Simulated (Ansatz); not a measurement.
Reaction (redistribution): `O=[C](S)[SbH2]` + `[SiH3]S` → `[SH][SbH2]` + `O=C([SiH3])S`

Computed with Ansatz on PBE0-D4/def2-TZVP structures; ΔE is electronic, products minus reactants. CCSD(T)/CBS adds triple-zeta CCSD(T) − MP2 to the extrapolated MP2 energy (def2 sets, frozen cores). DFT in def2-TZVPP. def2 core potentials past Kr. For Sb outer-core shells are correlated without core-valence functions, which leaves a few kJ/mol of doubt a bond. Each species was taken in one conformer, which may not be the lowest.

```json
{"level": "LDA (SPW92)", "ΔE (kJ/mol)": "6.4", "difference from CCSD(T)/CBS": "-0.7"}
{"level": "CAM-B3LYP-D4", "ΔE (kJ/mol)": "3.0", "difference from CCSD(T)/CBS": "-4.1"}
{"level": "PBE-QIDH", "ΔE (kJ/mol)": "7.8", "difference from CCSD(T)/CBS": "0.7"}
{"level": "revPBE", "ΔE (kJ/mol)": "4.6", "difference from CCSD(T)/CBS": "-2.5"}
{"level": "BLYP", "ΔE (kJ/mol)": "1.5", "difference from CCSD(T)/CBS": "-5.6"}
{"level": "MP2/def2-SVP", "ΔE (kJ/mol)": "3.7", "difference from CCSD(T)/CBS": "-3.4"}
{"level": "HF/def2-TZVPP", "ΔE (kJ/mol)": "-1.6", "difference from CCSD(T)/CBS": "-8.7"}
{"level": "SCS-MP2/def2-QZVPP", "ΔE (kJ/mol)": "7.9", "difference from CCSD(T)/CBS": "0.8"}
{"level": "HF/CBS(def2)", "ΔE (kJ/mol)": "-2.2", "difference from CCSD(T)/CBS": "-9.3"}
{"level": "MP2/CBS(def2)", "ΔE (kJ/mol)": "10.2", "difference from CCSD(T)/CBS": "3.1"}
{"level": "CCSD(T)/CBS", "ΔE (kJ/mol)": "7.1", "difference from CCSD(T)/CBS": "0"}
```

Largest T1 diagnostic among the species: 0.017.

In def2-TZVPP, CCSD(T) changes the Hartree–Fock value by +11.0 kJ/mol (the triples alone add +1.8 kJ/mol) and MP2 by +14.2 kJ/mol. Leaving LDA and LC-ωPBE aside and taking each functional with its dispersion term where it has one, the values, not all of them listed here, spread over 5.1 kJ/mol, from BHLYP-D4 to revPBE-D4.
